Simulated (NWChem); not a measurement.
AlH3Se2; SMILES [AlH]([SeH])[SeH]

```xyz
6

Al     0.0000     0.0000    -0.9246
H      0.0000     0.0000    -2.5042
Se    -2.0424     0.0000     0.1692
H     -1.4394     0.0000     1.5107
Se     2.0424     0.0000     0.1692
H      1.4394     0.0000     1.5107
```
Atoms are numbered in this order, from 1.

Results from NWChem. All runs use the structure optimised with PBE0/def2-SVP. B3LYP is NWChem's, with the RPA form of VWN correlation.

Task: Taking B3LYP/pcseg-2 as the yardstick, which of these has the fewest basis functions while keeping “dipole (D)” within 0.05 D of it: B3LYP/def2-SVP; B3LYP/aug-pcseg-1; B3LYP/pcseg-1; B3LYP/STO-3G?

Result: B3LYP/aug-pcseg-1.
| level | basis functions | dipole (D) |
|---|---|---|
| B3LYP/STO-3G | 48 | 0.46 |
| B3LYP/pcseg-1 | 87 | 0.79 |
| B3LYP/def2-SVP | 97 | 0.83 |
| B3LYP/aug-pcseg-1 | 126 | 0.60 |
| B3LYP/pcseg-2 | 162 | 0.64 |

The yardstick is one finite set, not the basis-set limit.
